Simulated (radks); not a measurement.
Isoelectronic series with 59 electrons, each ion in its NIST ground configuration. Calculated with a radial shooting solver on a logarithmic mesh with Libxc functionals: scalar-relativistic Kohn-Sham, PBE, spin-polarised, spherical densities, finite nucleus; open shells are filled with parallel spins first (spin-orbit coupling, left out, can overturn this in heavy ions); Fermi nuclear charge, rms radius of each element as measured or else 0.836 A^(1/3) + 0.57 fm. Total energies (hartree) and mean radii <r> (bohr) (* marks an orbital that is empty in some or all of the ions):

ion	configuration	E (hartree)	4f down*	4f up	5s down	5s up
Pr	[Xe] 4f3 6s2	-9236.9123	1.342	1.180	1.516	1.504
Nd+	[Xe] 4f4 6s1	-9623.3522	1.151	1.090	1.482	1.468
Pm2+	[Xe] 4f5	-10019.5089	1.087	1.018	1.451	1.432
Sm3+	[Xe] 4f5	-10425.1997	0.9277	0.8955	1.388	1.370
Eu4+	[Xe] 4f5	-10840.3858	0.8360	0.8158	1.326	1.311
Gd5+	[Kr] 4d10 4f6 5s2 5p5	-11264.8408	0.7981	0.7828	1.285	1.270
Tb6+	[Kr] 4d10 4f8 5s2 5p3	-11698.7786	0.7825	0.7805	1.255	1.245
Dy7+	[Kr] 4d10 4f9 5s2 5p2	-12142.7089	0.7524	0.7501	1.216	1.208
Ho8+	[Kr] 4d10 4f10 5s2 5p1	-12596.7896	0.7257	0.7224	1.179	1.173
Er9+	[Kr] 4d10 4f10 5s2 5p1	-13061.4029	0.6838	0.6811	1.135	1.129
Tm10+	[Kr] 4d10 4f11 5s2	-13535.8844	0.6635	0.6594	1.103	1.099
Yb11+	[Kr] 4d10 4f11 5s2	-14020.7156	0.6304	0.6270	1.064	1.060
Lu12+	[Kr] 4d10 4f11 5s2	-14515.6772	0.6014	0.5984	1.028	1.024
Hf13+	[Kr] 4d10 4f11 5s2	-15020.8864	0.5757	0.5731	0.9940	0.9906
Ta14+	[Kr] 4d10 4f11 5s2	-15536.3617	0.5526	0.5503	0.9622	0.9591
W15+	[Kr] 4d10 4f11 5s2	-16062.1959	0.5318	0.5297	0.9323	0.9295
Re16+	[Kr] 4d10 4f11 5s2	-16598.4961	0.5128	0.5109	0.9042	0.9017

4f up drops below 5s up between W15+ and Re16+.
